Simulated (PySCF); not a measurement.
Telling isomers of C5H6F5P apart by NMR

Level of theory: structure optimised with GFN2-xTB, PBE0/pcSseg-1 with gauge-including orbitals, in PySCF 2.14.0 with density-fitted response routines (no relativistic terms, one computed conformer, fast rotation and ring inversion assumed for equivalent nuclei, no solvent model).

Scale: 1H (31.72 ppm) and 13C (186.93 ppm) against TMS (reference shieldings calculated alike). Splittings of carbon signals by F and P are missing where no couplings were computed. Where no couplings were computed, multiplicities follow the n + 1 count of equivalent neighbours, and m marks all less simple cases (inequivalent or close neighbours, rings, F or P nearby). Shifts are as computed. Against solution values, carbons near 30 ppm lie about +3 ppm off and those near 130 ppm about +5 ppm. Of 1211 compounds with measured shifts, 218 miss one by over three times the rms of a fit or turn the order of signals round; such compounds aren't used in these exercises.

(1) Tabulate the signals of `C=CP(C)C(F)(F)C(F)(F)F`, `CC/C=P\C(F)(F)C(F)(F)F`, `CC(C)=PC(F)(F)C(F)(F)F` and their relative energies.

(2) What is the quickest way to tell C=CP(C)C(F)(F)C(F)(F)F from CC/C=P\C(F)(F)C(F)(F)F?

(3) What is the quickest way to tell C=CP(C)C(F)(F)C(F)(F)F from CC(C)=PC(F)(F)C(F)(F)F?

(4) What is the quickest way to tell CC/C=P\C(F)(F)C(F)(F)F from CC(C)=PC(F)(F)C(F)(F)F?

Answers

(1) 
| SMILES | carbon types | δC | δH | E rel. (kcal/mol) |
| --- | --- | --- | --- | --- |
| C=CP(C)C(F)(F)C(F)(F)F | 2×C 1×CH 1×CH2 1×CH3 | 144.8, 131.8, 129.6, 128.2, 5.7 | 7.02 (m, 1H), 6.23 (m, 1H), 5.77 (m, 1H), 1.62 (m, 3H) | 0.1 |
| CC/C=P\C(F)(F)C(F)(F)F | 2×C 1×CH 1×CH2 1×CH3 | 217.4, 129.1, 128.0, 34.7, 17.1 | 9.20 (m, 1H), 3.38 (m, 2H), 1.22 (t, 3H) | 3.2 |
| CC(C)=PC(F)(F)C(F)(F)F | 3×C 2×CH3 | 230.9, 129.3, 128.6, 34.6, 29.7 | 2.99 (m, 3H), 2.64 (m, 3H) | 0.0 |

Energies are electronic energies at PBE0/pcSseg-1 on these geometries, without zero-point or thermal terms, each for the one conformer computed, which needn't be the lowest.

(2) Both give the same number of carbon signals, with the same numbers of each carbon type, so the positions decide. The first has an alkene CH at 144.8 ppm, the second a carbon double-bonded to a heavier main-group atom (CH) at 217.4 ppm. In the proton spectra the most deshielded non-exchanging signals are 7.02 (m, 1H) and 9.20 (m, 1H).

(3) Both give the same number of carbon signals, but DEPT or the intensities differ. The first has an alkene CH at 144.8 ppm, the second a carbon double-bonded to a heavier main-group atom (C) at 230.9 ppm. In the proton spectra the most deshielded non-exchanging signals are 7.02 (m, 1H) and 2.99 (m, 3H).

(4) Both give the same number of carbon signals, but DEPT or the intensities differ. The first has a carbon double-bonded to a heavier main-group atom (CH) at 217.4 ppm, the second a carbon double-bonded to a heavier main-group atom (C) at 230.9 ppm. In the proton spectra the most deshielded non-exchanging signals are 9.20 (m, 1H) and 2.99 (m, 3H).
